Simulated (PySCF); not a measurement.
AsNF₂ + 2 H₂O → AsN(OH)₂ + 2 HF

Level: PBE0 in the def2-TZVP basis family, all electrons, no relativity, computed in PySCF with density fitting; open shells unrestricted.

```csv
species,state and structure,E (Eh),ZPE (kJ/mol),H(298 K) − H(0) (kJ/mol),S° (J/(mol K))
AsNF₂,"singlet, C2v, As–F 1.708 Å (×2), As–N 1.613 Å; F–As–F 92.8°, F–As–N 133.6° (×2)",-2489.80369,18.9,14.8,297.3
H₂O,"singlet, C2v, O–H 0.960 Å (×2); H–O–H 105.1°",-76.37736,56.5,9.9,188.7
AsN(OH)₂,"singlet, Cs, As–N 1.726 Å, As–O 1.767 Å, N–O 1.376 Å, O–H 0.962 Å, O–H 0.967 Å; As–N–O 115.1°, As–O–H 108.5°, H–O–N 103.3°, N–As–O 96.3°",-2441.80660,85.1,15.8,306.1
HF,"singlet, C∞v, H–F 0.920 Å",-100.39188,24.9,8.7,173.6
```

Q: What is the electronic reaction energy?

A: At PBE0/def2-TZVP, ΔE = -83.9 kJ/mol from the differences of the total energies times 2625.5, downhill. 

Q: Add zero-point, thermal and entropy terms for 298.15 K and 1 bar.

A: ΔZPE = 3.0 and Δ[H(298) − H(0)] = -1.4 kJ/mol give ΔH° = -82.3 kJ/mol. ΔS° = -21.4 J/(mol K), so ΔG° = -82.3 − 298.15 × (-0.0214) = -76 kJ/mol and log₁₀K = 13.3.

The structures come from searches over a few start shapes, so lower isomers are not excluded.
